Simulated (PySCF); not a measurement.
Compound: C5H11OS (doublet state).
Cartesian coordinates in Å at the GFN2-xTB level; atoms count from 1:
```
atom  x, y, z in Å
C1    -2.9860    0.0152    0.1475
C2    -1.6417   -0.6961    0.2061
C3    -0.4840    0.2862    0.0697
O4     0.7187   -0.4489    0.0857
C5     1.9035    0.2159   -0.0195
C6     3.0921   -0.6821    0.0483
S7     2.1080    1.8250    0.6543
H8    -3.7951   -0.7022    0.2549
H9    -3.0661    0.7482    0.9470
H10   -3.1065    0.5291   -0.8037
H11   -1.5378   -1.2280    1.1530
H12   -1.5687   -1.4299   -0.5980
H13   -0.5724    0.8448   -0.8746
H14   -0.4921    1.0070    0.9009
H15    3.1468   -1.2198    0.9995
H16    3.0239   -1.4269   -0.7436
H17    3.9992   -0.0978   -0.0774
H18    1.2496    2.4666   -0.1559
```

The hyperfine couplings belong to this conformer and change with its torsions.

As a line formula: `O(CCC)[C](C)S` [radical].

Theory: PySCF 2.14.0, UKS B3LYP, pcH-1 on C H O S, non-relativistic, mean-field spin-orbit, GIAO. The structure is a single GFN2-xTB conformer in the gas phase; no vibrational or solvent corrections. The geometry wasn't refined by DFT: couplings that depend on bond lengths, twists or pyramidal angles can differ widely from those at the functional's own minimum. The SCF solution wasn't tested for stability.

Principal values of hyperfine tensors in MHz (contact, dipolar and spin–orbit terms together), for some of the nuclei:

```
atom  isotope      A1      A2      A3
  C5      13C  149.85  152.29  359.26
 H18       1H   71.76   73.63   83.42
 H16       1H   51.29   51.84   65.72
  C6      13C  -22.97  -22.18  -18.35
  O4      17O  -77.34    7.06   10.01
 H13       1H   10.40   11.21   21.54
 H14       1H    5.95    6.83   14.97
 H17       1H   -0.94   -0.05   12.69
```

Problem. Give the isotropic coupling of each nucleus in MHz and in mT (g = 2.0032), and the anisotropic part.

Solution. a_iso is a third of the trace, T = A − a_iso, and a(mT) = a(MHz)/(g × 13.996). The tensors hold a spin–orbit part: the run splits a_iso into a_FC + a_SO, and T includes its anisotropic share.

```
atom  a_iso (MHz)    a_FC   a_SO  a_iso (mT)      T1      T2      T3
  C5       220.46  220.36   0.10       7.863  -70.61  -68.18  138.79
 H18        76.27   76.26   0.01       2.720   -4.51   -2.64    7.15
 H16        56.29   56.28   0.00       2.008   -5.00   -4.44    9.44
  C6       -21.16  -21.17   0.01      -0.755   -1.81   -1.01    2.82
  O4       -20.09  -20.02  -0.07      -0.717  -57.25   27.15   30.10
 H13        14.38   14.38   0.01       0.513   -3.98   -3.17    7.16
 H14         9.25    9.25   0.00       0.330   -3.30   -2.42    5.72
 H17         3.90    3.89   0.01       0.139   -4.84   -3.95    8.79
```

Problem. What spin density at the nucleus of C5 lies behind its contact coupling (g_N = 1.40482)?

Solution. a_FC = (2μ0/3) gₑ μB g_N μN ρ(0)/(2S·h) = 800.24 MHz × g_N × ρ(0)/(2S), with ρ in bohr⁻³. With a_FC = 220.36 MHz and 2S = 1, ρ(0) = 0.196 bohr⁻³.

Problem. H15 (1H, g_N = 5.58569) isn't in the table. Its spin density at the nucleus is 0.02203 bohr⁻³. What is its contact coupling?

Solution. By the same relation, a_FC = 98.5 MHz. Its full tensor has the principal values 94.69, 95.49, 105.21 MHz.

Problem. Name the largest traceless tensor T of the table and describe it.

Solution. C5: -70.6, -68.2, 138.8 MHz (the dipolar term alone has -70.6, -68.3, 138.9), axial, in the ratio −1:−1:+2, the form that spin in one p orbital centred on that nucleus gives.

Problem. In a single crystal, with the field along each principal axis of the tensor of H18 in turn, what first-order splitting does this nucleus give (isotropic g, quadrupole terms neglected)?

Solution. 2 lines (I = 1/2), spaced by |A_i|/(g × 13.996): 2.56, 2.63, 2.98 mT along the axes of A1, A2 and A3.
